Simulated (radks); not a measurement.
Initial-state core-level shifts of neutral dysprosium when its valence configuration changes from [Xe] 4f10 6s2. Calculated with a radial shooting solver on a logarithmic mesh with Libxc functionals: Dirac Kohn-Sham, PBE, spin-unpolarised, spherical densities, finite nucleus; open shells are shared between the two j in proportion to 2j + 1; Fermi nuclear charge, rms radius 5.2218 fm. Shifts are changes of the shell-averaged eigenvalues in eV (positive: less bound); the change of the density at the nucleus, which sets a Mossbauer isomer shift, is in e/bohr^3, on a base of 7.403e+05.

| valence | 1s | 2p | 5s | 5p | density at nucleus |
|---|---|---|---|---|---|
| 4f9 6s2 6p1 | -9.590 | -10.105 | -7.137 | -6.237 | +54.90 |
| 4f10 5d1 6s1 | +0.594 | +0.646 | +0.766 | +0.701 | -29.02 |
| 4f9.5 6s2 6p0.5 | -4.544 | -4.778 | -3.489 | -3.067 | +25.53 |
| 4f10 6s1 6p1 | -1.426 | -1.408 | -1.466 | -1.451 | -24.57 |
| 4f9 5d1 6s2 | -6.452 | -6.890 | -3.898 | -3.164 | +40.07 |
| 4f8 5d2 6s2 | -13.699 | -14.687 | -7.614 | -6.078 | +85.81 |
| 4f9.5 5d0.5 6s2 | -3.120 | -3.323 | -1.981 | -1.627 | +19.18 |
| 4f8 6s2 6p2 | -20.789 | -21.989 | -14.650 | -12.697 | +122.20 |
